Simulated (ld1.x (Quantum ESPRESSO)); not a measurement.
Which change was made? (Au, TM semilocal)

Au (Z = 79), norm-conserving Troullier–Martins (semilocal form), made with ld1.x (Quantum ESPRESSO) 7.5 (Wu–Cohen, scalar-relativistic). Core [Xe] 4f14, reference 5d10 6s0.75 6p0.25. Waves: 6s (bound): rc 2.25 bohr; 6p (bound): rc 3.00 bohr; 5d (bound): rc 2.10 bohr. Local part: the d channel. Core correction: Bessel-smoothed model core inside 1.55 bohr.

Cutoffs, loose and tight: the cutoffs (Ry, on a coarse ladder) from which the occupation-weighted sum of valence levels, in a spherical-Bessel basis at the reference potential, stays within 10 and 1 mRy of its value at 400 Ry. They do not see the model core or the augmentation charge, which bear on the density cutoff. Test errors are all-electron minus pseudo excitation energies from the reference, over the configurations 5d10 6s1 6p0; 5d10 6s0 6p0; 5d9 6s0 6p0; 5d9 6s2 6p0; 5d7 6s0 6p0; 5d10 6s0.5 6p0; 5d10 6s0 6p1; variants that change the core or the reference have their own tests. The largest error is taken over the tests solved by every variant that gives reliable tests at all, those not shown here included: 5d10 6s0 6p0; 5d10 6s0 6p1; 5d10 6s0.5 6p0; 5d10 6s1 6p0; 5d9 6s0 6p0; 5d9 6s2 6p0.

The base gives: outcome: generated; cutoff, loose: 40 Ry; cutoff, tight: 50 Ry; bound ghosts: none; largest test error (meV): -48.

Problem. After one change the result is: outcome: generated; cutoff, loose: 40 Ry; cutoff, tight: 50 Ry; bound ghosts: none; largest test error (meV): -35. Which change was it?
A. type PAW, which also changes the form from semilocal to separable; waves now 6s (bound): rcut 1.95, rcutus 2.25 bohr; 6s channel at 1.25 Ry: rcut 1.95, rcutus 2.25 bohr; 6p (bound): rcut 2.60, rcutus 3.00 bohr; 6p channel at 0.5 Ry: rcut 2.60, rcutus 3.00 bohr; 5d (bound): rcut 1.85, rcutus 2.10 bohr; 5d channel at 2.55 Ry: rcut 1.85, rcutus 2.10 bohr; local potential all-electron potential smoothed inside 2.80 bohr (lloc = -2); augmentation GAUSS, radius 1.55 bohr
B. wave 5d (bound): rc 2.10 bohr becomes 5d (bound): rc 3.02 bohr
C. core correction none

Solution. C. The others give: type PAW, which also changes the form from semilocal to separable; waves now 6s (bound): rcut 1.95, rcutus 2.25 bohr; 6s channel at 1.25 Ry: rcut 1.95, rcutus 2.25 bohr; 6p (bound): rcut 2.60, rcutus 3.00 bohr; 6p channel at 0.5 Ry: rcut 2.60, rcutus 3.00 bohr; 5d (bound): rcut 1.85, rcutus 2.10 bohr; 5d channel at 2.55 Ry: rcut 1.85, rcutus 2.10 bohr; local potential all-electron potential smoothed inside 2.80 bohr (lloc = -2); augmentation GAUSS, radius 1.55 bohr → outcome: generated; cutoff, loose: 25 Ry; cutoff, tight: 45 Ry; bound ghosts: s; largest test error (meV): -37 | wave 5d (bound): rc 2.10 bohr becomes 5d (bound): rc 3.02 bohr → outcome: generated; cutoff, loose: 30 Ry; cutoff, tight: 45 Ry; bound ghosts: none; largest test error (meV): -102. In the semilocal form every listed channel keeps its own potential, so the choice of the local channel does not act on these tests. It acts once the file is put into the separable form.
